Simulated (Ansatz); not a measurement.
The same path of BFH5NO (9 atoms, charge 0, multiplicity 1) was run twice with different band settings. Lost on the way: B1–F2, N6–H9. Made: F2–H9.

The calculation used RKS PBE/6-31G* in Ansatz.

Relaxed end points:

```xyz
9
Properties=species:S:1:pos:R:3
B -0.051 0.040 0.074
F 0.151 -0.797 1.176
O 0.973 0.014 -0.914
H 1.737 -0.464 -0.538
H -1.189 0.076 -0.375
N 0.084 1.630 0.817
H 0.986 1.732 1.303
H 0.036 2.351 0.086
H -0.668 1.805 1.498
```

```xyz
9
Properties=species:S:1:pos:R:3
B 0.221 0.579 -0.329
F -0.534 -0.314 2.191
O 1.429 -0.047 -0.503
H 1.320 -0.865 -1.021
H -0.800 0.216 -0.858
N 0.197 1.728 0.536
H 1.078 2.160 0.821
H -0.572 2.393 0.482
H -0.280 0.537 1.809
```

Common settings: spring 5.0 eV/Å²; optimiser quadratic models (default); start path through a guess of the saddle point; force threshold 0.03 eV/Å; iteration limit 60; end points relaxed.

| run | movable images | climbing image |
| --- | --- | --- |
| 1 | 9 | yes |
| 2 | 8 | no |

Problem. What does each run give, and how far can it be trusted?

Solution. Run 1: converged after 16 iterations, highest image 1.130 eV above the first end. The profile has 2 maxima (images 1, 7) with wells between them (image 2): this band takes more than one step, which may be the mechanism or a detour left from its start path. A vibrational analysis at the climbing image gives one clearly imaginary mode, 586i cm⁻¹: a first-order saddle point.
Run 2: converged after 24 iterations, highest image 0.977 eV above the first end. The profile has 3 maxima (images 1, 4, 8) with wells between them (images 2, 5): this band takes more than one step, which may be the mechanism or a detour left from its start path. No image climbed, so the highest image needn't sit at the top of the path.
The orbitals stay closed-shell, which can raise the energy where a bond breaks towards radicals; this wasn't checked here.
